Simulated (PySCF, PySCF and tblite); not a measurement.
A run on one conformer of C4H3BF2O, numbered as in [O:1]=[CH:2][C:3]#[C:4][CH2:5][B:6]([F:7])[F:8], from an ensemble study. The sound level was B97-2/pcSseg-1 on GFN2-xTB geometries.

Input:

```
{"job": {"xc": "PBE0", "basis": "STO-3G", "kind": "nmr", "pop": false}, "charge": 0, "multiplicity": 1}
O     -3.635420     0.341080     0.192472
C     -2.736570     0.473314    -0.594844
C     -1.393899     0.033498    -0.402716
C     -0.266644    -0.352216    -0.220409
C      1.094329    -0.788439    -0.019067
B      2.106842     0.381506     0.339198
F      1.811522     1.657787     0.298474
F      3.346367     0.116697     0.689553
H     -2.883269     0.968829    -1.576374
H      1.444610    -1.285172    -0.930662
H      1.117556    -1.544214     0.772242
```

Command: OMP_NUM_THREADS=1 python ens_run.py task.json out

Output:

```
coarse grid: 10552 points
cycle   1  E = -447.2687301194  dE =  1.534e+00  |g| = 7.992e-01  |ddm| = 4.810e+00
cycle   2  E = -446.8420111879  dE =  4.267e-01  |g| = 1.520e+00  |ddm| = 2.683e+00
cycle   3  E = -447.4907352811  dE = -6.487e-01  |g| = 1.589e-01  |ddm| = 1.806e+00
cycle   4  E = -447.4978504628  dE = -7.115e-03  |g| = 7.459e-02  |ddm| = 2.841e-01
cycle   5  E = -447.4993495560  dE = -1.499e-03  |g| = 2.600e-02  |ddm| = 9.015e-02
cycle   6  E = -447.4995072083  dE = -1.577e-04  |g| = 8.790e-03  |ddm| = 3.059e-02
cycle   7  E = -447.4995306329  dE = -2.342e-05  |g| = 1.936e-03  |ddm| = 1.057e-02
cycle   8  E = -447.4995316362  dE = -1.003e-06  |g| = 3.390e-04  |ddm| = 2.390e-03
final grid: 106576 points
cycle   9  E = -447.4521195307  dE =  7.008e-06  |g| = 8.158e-03  |ddm| = 1.798e-02
cycle  10  E = -447.4520712078  dE =  4.832e-05  |g| = 1.515e-02  |ddm| = 2.664e-02
cycle  11  E = -447.4521391855  dE = -6.798e-05  |g| = 8.351e-04  |ddm| = 1.770e-02
cycle  12  E = -447.4521393924  dE = -2.069e-07  |g| = 1.545e-04  |ddm| = 1.103e-03
cycle  13  E = -447.4521393966  dE = -4.204e-09  |g| = 9.879e-05  |ddm| = 2.457e-04
cycle  14  E = -447.4521393992  dE = -2.603e-09  |g| = 1.751e-05  |ddm| = 1.134e-04
cycle  15  E = -447.4521393993  dE = -9.936e-11  |g| = 4.083e-06  |ddm| = 2.765e-05
converged SCF energy = -447.4521393993

GIAO shielding tensors (ppm)
atom      isotropic    diamagn.    paramagn.     s11        s22        s33       span
  0 O     -306.355     380.593    -686.947  -1096.762   -310.695    488.392   1585.154
  1 C      116.059     254.361    -138.302     21.533    148.895    177.750    156.217
  2 C      169.211     268.085     -98.874    112.356    120.383    274.893    162.537
  3 C      154.651     266.538    -111.887    116.922    120.246    226.786    109.865
  4 C      224.024     244.978     -20.954    217.256    220.628    234.188     16.932
  5 B      110.167     202.651     -92.484    103.401    107.661    119.439     16.038
  6 F      279.903     453.283    -173.379     95.097    191.409    553.204    458.107
  7 F      282.270     450.584    -168.314    100.811    191.741    554.258    453.447
  8 H       23.291      28.547      -5.256     19.332     23.748     26.794      7.461
  9 H       31.363      29.675       1.688     25.909     28.871     39.310     13.401
 10 H       31.197      30.095       1.102     25.671     29.103     38.818     13.147
```

**Question.** What is wrong with this calculation?

**Answer.** The setting at fault: minimal or split-valence basis without polarisation functions. (The functional also differs from the sound level's.) Self-consistency was reached.
